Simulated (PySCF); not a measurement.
C10H17B.
Geometry (PBE0-D3(BJ)/def2-SVP, Å), atoms numbered from 1 in this order:
```xyz
28
C10H17B angstrom
C     -2.8724    1.5767   -0.1181
B     -2.0459    0.2761    0.2175
C     -2.7529   -1.1173   -0.0119
C     -0.5811    0.3153    0.7713
C      0.1296    1.4584    0.6447
C      1.5881    1.6513    0.9337
C      2.5107    1.0321   -0.1491
C      3.0814   -0.3156    0.2012
C      2.4115   -1.4640    0.3551
C      0.9282   -1.6765    0.2202
C      0.0700   -0.9491    1.2860
H     -3.8926    1.4860    0.2930
H     -2.4475    2.5321    0.2203
H     -3.0109    1.6309   -1.2137
H     -2.0747   -1.9216   -0.3369
H     -3.6138   -1.0728   -0.6958
H     -3.1490   -1.4372    0.9723
H     -0.3885    2.3339    0.2368
H      1.8480    1.2135    1.9122
H      1.7950    2.7295    1.0065
H      3.3451    1.7232   -0.3388
H      1.9497    0.9691   -1.0987
H      4.1661   -0.3506    0.3540
H      3.0023   -2.3475    0.6225
H      0.5941   -1.3537   -0.7822
H      0.7276   -2.7572    0.2689
H      0.7032   -0.7297    2.1618
H     -0.7099   -1.6374    1.6427
```

Computed with PBE0-D3(BJ)/def2-SVP geometry optimisation, gas phase (PySCF 2.14.0).

Masses are those of the commonest isotopes; rigid-rotor values at the optimised geometry. The values belong to one conformer with, in the numbering `[CH3:1][B:2]([CH3:3])/[C:4]1=[CH:5]/[CH2:6][CH2:7]/[CH:8]=[CH:9]\[CH2:10][CH2:11]1`, C4–C5–C6–C7 75°, C5–C6–C7–C8 -99°, C6–C7–C8–C9 66°, C8–C9–C10–C11 -66°.

Problem. Give the principal moments of inertia and the rotational constants in MHz.

Solution. Ia = 280.87, Ib = 687.73, Ic = 887.30 u·Å²; 505379 MHz·u·Å²/I gives A = 1799, B = 734.9, C = 569.6 MHz.

Problem. What kind of rotor is it?

Solution. An asymmetric top: κ = (2 × 734.9 − 1799 − 569.6)/(1799 − 569.6) = -0.73.

Problem. What does the inertial defect say?

Solution. Not planar: Δ = Ic − Ia − Ib = -81.30 u·Å². For a rigid frame Δ = −2 Σ m c², so Σ m c² = 40.65 u·Å² lies off the ab plane: 15.82 from hydrogen and 24.83 from heavier atoms. The atom farthest from that plane is 1.75 Å away.

Problem. Give the other two planar moments, Paa and Pbb, and the rms extents of the mass along the axes.

Solution. Paa = Σ m a² = (Ib + Ic − Ia)/2 = 647.08 and Pbb = Σ m b² = (Ia + Ic − Ib)/2 = 240.22 u·Å². With the mass M = 148.14 u, the rms extents √(P/M) along a, b and c are 2.09, 1.27, 0.52 Å.

Problem. Where do the levels up to J = 3 lie, in cm⁻¹?

Solution. Above 0(0,0):
J = 1: 1(0,1) 0.0435, 1(1,1) 0.0790, 1(1,0) 0.0845
J = 2: 2(0,2) 0.1299, 2(1,2) 0.1605, 2(1,1) 0.1771, 2(2,1) 0.2836, 2(2,0) 0.2842
J = 3: 3(0,3) 0.2581, 3(1,3) 0.2824, 3(1,2) 0.3155, 3(2,2) 0.4141, 3(2,1) 0.4170, 3(3,1) 0.6058, 3(3,0) 0.6058
Those of J = 1 are B + C, A + C and A + B.

Problem. Which lines would a microwave search look for?

Solution. The dipole components are |μa| = 0.46 D, |μb| = 0.27 D, |μc| = 0.02 D. Intensities carry the squares of the components, which stand as 1.00 : 0.35 : 0.00 (a : b : c). Some lines, for components of 0.1 D or more:

```
type  branch         J(Ka,Kc)    MHz  lower level (cm⁻¹)
   a       Q  3(1,2) ← 3(1,3)    990               0.282
   b       R  5(2,3) ← 4(3,2)   1251               0.781
   a       R  2(0,2) ← 1(0,1)   2591               0.044
   b       Q  5(1,4) ← 5(0,5)   2806               0.634
   b       Q  5(2,3) ← 5(1,4)   2851               0.728
   b       Q  2(2,0) ← 2(1,1)   3211               0.177
   a       R  3(0,3) ← 2(0,2)   3843               0.130
   a       R  3(2,2) ← 2(2,1)   3913               0.284
   b       Q  4(2,3) ← 4(1,4)   4297               0.444
   a       R  4(0,4) ← 3(0,3)   5051               0.258
   a       R  4(2,2) ← 3(2,1)   5370               0.417
   b       R  4(1,4) ← 3(0,3)   5583               0.258
   b       Q  3(3,1) ← 3(2,2)   5746               0.414
   b       Q  4(3,2) ← 4(2,3)   5792               0.588
   a       R  5(1,5) ← 4(1,4)   6043               0.444
   a       R  5(2,4) ← 4(2,3)   6483               0.588
   b       R  5(1,5) ← 4(0,4)   6575               0.427
   a       R  5(2,3) ← 4(2,2)   6789               0.596
   b       R  3(2,2) ← 2(1,1)   7107               0.177
   b       R  3(2,1) ← 2(1,2)   7690               0.161
   b       Q  5(4,1) ← 5(3,2)   7958               1.001
   b       Q  5(4,2) ← 5(3,3)   7991               1.000
   b       R  3(3,1) ← 2(2,0)   9642               0.284
   b       R  5(3,2) ← 4(2,3)  12397               0.588
   b       R  4(4,0) ← 3(3,1)  13251               0.606
   b       R  5(4,1) ← 4(3,2)  14563               0.781
```

Problem. Estimate the classical rotational partition function at 10 K, 200 K and 500 K.

Solution. Point group C1, symmetry number σ = 1; q = (√π/σ)·√((kT/h)³/(ABC)), k/h = 20836.6 MHz/K: 6140 at 10 K, 549000 at 200 K, 2170000 at 500 K.

No frequency check. Zero-point vibration and centrifugal distortion are left out. A rigid rotor knows nothing of internal rotation, which can split or shift real lines. Quadrupole hyperfine structure (11B) is left out.
